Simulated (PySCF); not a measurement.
# Electron correlation in S²⁺ (sulfur, charge +2)

[Ne] 3s2 3p2, high-spin 3P determinant. Computed with PySCF 2.14 in pcseg-2 (5s4p2d1f, 34 functions), with no relativity, point nucleus. Frozen: [Ne]; 4 electrons correlated.

MP2 pair energies summed by pair of shells (mhartree):

| pair | energy | share (%) |
| --- | --- | --- |
| 3s-3p | -40.66 | 62.9 |
| 3s-3s | -17.13 | 26.5 |
| 3p-3p | -6.86 | 10.6 |

Total MP2 correlation energy: -64.65 mhartree.

Same-spin part -10.64 and opposite-spin part -54.00 mhartree; SCS-MP2 scales them by 1/3 and 6/5 to -68.35 mhartree.

| level | correlation energy (mhartree) |
| --- | --- |
| CCSD | -86.44 |
| (T) | -2.00 |
| CCSD(T) | -88.44 |

Diagnostics: T1 = 0.0080, D1 = 0.0206, largest double amplitude 0.105.

Cost of the coupled-cluster step: 0.22 s of wall time on 1 thread of Neoverse-V2 (shared host), for 4 correlated electrons.
